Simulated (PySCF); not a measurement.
A structure optimised at PBE-D3(BJ)/def2-SVP, used in a PySCF frequency run:

```xyz
11

Ta     0.0000     0.0000    -0.0379
O      0.0000     0.0000    -1.7816
N     -1.8069    -0.6031     0.5947
H     -2.0205    -0.9922     1.5191
H     -2.6291    -0.7123    -0.0080
N      0.3812     1.8664     0.5947
H      0.6977     2.6330    -0.0080
H      0.1510     2.2459     1.5191
N      1.4257    -1.2633     0.5947
H      1.9314    -1.9207    -0.0080
H      1.8695    -1.2537     1.5191
```

Q: Write its SMILES, formula and point group.

A: [NH2][Ta]([NH2])([NH2])=[O], H6N3OTa, C3

Q: What are its rotational constants (standard atomic weights)?

A: 3.0107, 3.0107, 2.6566 GHz
